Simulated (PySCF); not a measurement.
C5H12, SMILES CCCCC. Geometry optimised at B3LYP-D3(BJ)/def2-SVP. One conformer was computed; it need not be the lowest.

All values below come from B3LYP-D3(BJ)/def2-SVP (PySCF).

Harmonic wavenumbers (cm⁻¹): 83, 128, 215, 251, 293, 334, 475, 741, 772, 850, 869, 923, 998, 1024, 1048, 1096, 1154, 1185, 1256, 1286, 1319, 1327, 1370, 1395, 1403, 1407, 1458, 1463, 1470, 1471, 1475, 1482, 1485, 3004, 3015, 3018, 3021, 3024, 3043, 3056, 3066, 3098, 3101, 3105, 3110. Rotational constants (GHz): 11.67, 2.267, 2.094; symmetry number 1.

Q: Work out the zero-point energy and the ideal-gas rigid-rotor harmonic-oscillator thermochemistry at 298.15 K and 1 atm.

A: ZPE = ½ Σ hcν = ½ × 70165 cm⁻¹ = 419.68 kJ/mol. H − E(el) = 440.53 kJ/mol. Entropy in J/(mol K): translation 162.11, rotation 109.47, vibration 65.20, total 336.78. G − E(el) = 340.12 kJ/mol. Cp = 110.70 J/(mol K). Modes under 150 cm⁻¹ make the vibrational entropy uncertain.
